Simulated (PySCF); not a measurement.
[Co(SH)3]- holds Co(II), d7, at total charge -1. The structure is a model geometry with rigid ligands and bond lengths from ionic radii, not a minimum; coordination trigonal planar, point group C3h, metal–donor distances 2.31 Å.

Method (PySCF 2.14, density fitting): CASSCF(7,5) with orbitals averaged over all microstates of the shell, strongly contracted NEVPT2 on the averaged canonical orbitals; basis x2c-TZVPall on the metal, x2c-SVPall elsewhere; spin-free X2C; IEF-PCM water; spin-orbit coupling by state interaction with the mean-field operator over all roots.

CASSCF energies above the lowest CASSCF root:

| state | CASSCF / cm⁻¹ |
| --- | --- |
| 4A' | 0 |
| 4E'' | 30 |
| 4E' | 570 |
| 4A'' | 1703 |
| 4A'' | 1800 |
| 4E'' | 17254 |
| 2E' | 17591 |
| 2A'' | 17781 |
| 2A'' | 17979 |
| 2E' | 18366 |
| 2E'' | 18757 |
| 2A' | 18929 |
| 4A' | 20642 |
| 2E'' | 21505 |
| 2A' | 23335 |
| 2E' | 23427 |
| 2E'' | 23526 |
| 2A'' | 24520 |
| 2A'' | 24717 |
| 2E' | 25293 |
| 2A' | 25386 |
| 2E'' | 26633 |

How does dynamic correlation (SC-NEVPT2) move these states?


```csv
state,NEVPT2 / cm⁻¹,shift / cm⁻¹
4A',0,0
4E'',-106,-137
4E',502,-68
4A'',2274,+571
4A'',2343,+543
4E'',13989,-3264
2E',16081,-1510
2A'',16412,-1368
2A'',16577,-1401
2E',17068,-1298
2E'',17588,-1169
2A',17839,-1090
4A',18718,-1923
2E'',18801,-2704
2A',19064,-4272
2E',21483,-1943
2E'',19238,-4289
2A'',23101,-1419
2A'',23288,-1429
2E',23982,-1311
2A',22057,-3328
2E'',23687,-2946
```

The geometry is a model, and the complex may not exist in this form. The ground state is orbitally degenerate in this regular structure, which would distort (Jahn–Teller). 4A' (106 cm⁻¹) lies within 300 cm⁻¹ of 4E'' at NEVPT2 level, inside the method's error: their order is undecided. Gaps between spin states lean to high spin in this active space.
